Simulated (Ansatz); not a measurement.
The cluster Cu₂I₃. Charge 0, multiplicity 2. Geometry B3LYP-D4/def2-SVP; atoms count from 1.

Cartesian coordinates in Å:
```
Cu 1.601 0.610 0.815
Cu -0.602 0.072 -0.324
I 0.284 2.555 0.005
I -2.361 -1.421 -1.172
I 1.078 -1.816 0.676
```

In the def2 sets I takes a core potential; there is no spin–orbit coupling. Another isomer (doublet) lies 0.06 eV lower at PBE0-D4/def2-TZVP; other spin states weren't run for this one.

Problem. Estimate the Mulliken populations from the PBE0/def2-TZVP orbitals of Ansatz.

Solution. 
```tsv
atom	charge (e)	spin (α − β)	d electrons
Cu1	0.20	0.02	9.90
Cu2	0.17	0.23	9.75
I3	-0.19	0.03	–
I4	-0.09	0.44	–
I5	-0.10	0.28	–
```
Mulliken values depend strongly on the basis.

Problem. Where does the spin sit?

Solution. Summed by element: Cu 0.25, I 0.75, of 1 unpaired in all. Largest on single atoms: I4 0.44, I5 0.28, Cu2 0.23.

Problem. And the Mayer bond orders between heavy atoms (over 0.3)?

Solution. Cu1–I3 0.72 (2.48 Å); Cu1–I5 0.73 (2.48 Å); Cu2–I3 0.58 (2.66 Å); Cu2–I4 0.98 (2.46 Å); Cu2–I5 0.52 (2.72 Å).
